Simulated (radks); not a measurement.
Values are calculated unless marked as measured or tabulated.
Ionisation of neutral cadmium, [Kr] 4d10 5s2, to [Kr] 4d10 5s1 as the strength of local exchange is varied. Level of theory: scalar-relativistic Kohn-Sham, Slater X-alpha exchange (alpha = 2/3 is LDA exchange), no correlation, spin-polarised, spherical densities, finite nucleus; Fermi nuclear charge, rms radius 4.6087 fm (a radial shooting solver on a logarithmic mesh with Libxc functionals).

[
 {"alpha": "0.667", "E(Cd) (hartree)": "-5584.99312", "exchange (hartree)": "-144.63928", "IE (eV)": "8.210", "-e of the level emptied (eV)": "4.935 (5s)", "<r> of it (bohr)": "2.929"},
 {"alpha": "0.755", "E(Cd) (hartree)": "-5604.14871", "exchange (hartree)": "-164.28714", "IE (eV)": "8.810", "-e of the level emptied (eV)": "5.532 (5s)", "<r> of it (bohr)": "2.858"},
 {"alpha": "0.784", "E(Cd) (hartree)": "-5610.47581", "exchange (hartree)": "-170.79065", "IE (eV)": "9.011", "-e of the level emptied (eV)": "5.734 (5s)", "<r> of it (bohr)": "2.836"},
 {"alpha": "0.787", "E(Cd) (hartree)": "-5611.13074", "exchange (hartree)": "-171.46424", "IE (eV)": "9.032", "-e of the level emptied (eV)": "5.755 (5s)", "<r> of it (bohr)": "2.834"},
 {"alpha": "0.868", "E(Cd) (hartree)": "-5628.84298", "exchange (hartree)": "-189.70844", "IE (eV)": "9.605", "-e of the level emptied (eV)": "6.335 (5s)", "<r> of it (bohr)": "2.774"},
 {"alpha": "0.99", "E(Cd) (hartree)": "-5655.62596", "exchange (hartree)": "-217.39571", "IE (eV)": "10.495", "-e of the level emptied (eV)": "7.246 (5s)", "<r> of it (bohr)": "2.690"},
 {"alpha": "1.013", "E(Cd) (hartree)": "-5660.68937", "exchange (hartree)": "-222.64344", "IE (eV)": "10.667", "-e of the level emptied (eV)": "7.423 (5s)", "<r> of it (bohr)": "2.675"}
]

NIST Atomic Spectra Database: 8.994 eV (measured). The Delta-SCF value meets it near alpha = 0.78.
